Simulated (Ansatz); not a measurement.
Computed with Ansatz.

A structure relaxed at PBE0-D4/def2-TZVP, charge 0, multiplicity 1:

```xyz
12

O     0.190   -0.916   -2.651
C    -0.448   -0.915   -1.388
B     0.263    0.061   -0.387
O    -0.237    0.156    0.868
Si    0.222    1.050    2.181
H    -0.275   -1.523   -3.230
H    -1.507   -0.613   -1.462
H    -0.462   -1.920   -0.933
H     1.223    0.713   -0.705
H     1.394    1.897    1.843
H    -0.926    1.897    2.585
H     0.564    0.115    3.280
```

Question: Give its formula and SMILES.

Answer: CH7BO2Si, `OCBO[SiH3]`.

Question: Point group (tolerance 0.08 Å, 0.16 Å for H)?

Answer: Cs.

Question: Summarise the bond lengths by kind.

Answer: 1 × C–O 1.415 Å; 1 × H–O 0.959 Å; 1 × B–C 1.568 Å; 2 × C–H 1.103 Å; 1 × B–O 1.354 Å; 1 × B–H 1.203 Å; 1 × O–Si 1.654 Å; 3 × H–Si 1.482 to 1.485 Å.
